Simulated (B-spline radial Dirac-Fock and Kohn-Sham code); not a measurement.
# Kohn-Sham estimates against Dirac-Fock for the levels of Lu⁴²⁺

System: the Lu⁴²⁺ ion in the configuration [Ar] 3d10 4s1.

The density-functional columns are spherical, spin-unpolarised Dirac-Kohn-Sham results without Breit or QED terms: −ε is minus the orbital energy of the initial state and ΔSCF the difference of two total energies. The reference in the last column comes from Dirac-Fock (average of configuration) total-energy differences with a finite nucleus, the Breit interaction including its frequency dependence, and self-energy and vacuum-polarisation corrections. All numbers are from a radial B-spline solver, in eV; a selection of levels is shown. The Kohn-Sham columns are given as differences from the reference. For the 1s level of heavy atoms much of the gap between ΔSCF and the reference is the Breit and QED part, -304.0 eV here; for other levels the error of the functional can be larger.

```tsv
level	LDA −ε − DF	LDA ΔSCF − DF	Dirac-Fock
K	-264.1	+293.8	65380.5
L1	-181.7	-54.4	12901.3
L2	-137.1	+17.7	12383.4
L3	-148.6	-9.7	11273.3
M2	-80.2	-23.3	4189.1
M3	-79.2	-25.5	3938.2
M4	-58.6	+2.4	3573.5
M5	-59.9	-0.1	3519.3
N1	-18.3	+7.8	2125.5
```

For the outermost level NIST gives 2125.5 ± 1.1 eV (semi-empirical); the differences from it are LDA −ε -18.35, LDA ΔSCF +7.75, Dirac-Fock -0.05 eV.

Values without a named source are computed, but for edge energies of neutral atoms, which are taken from tables.
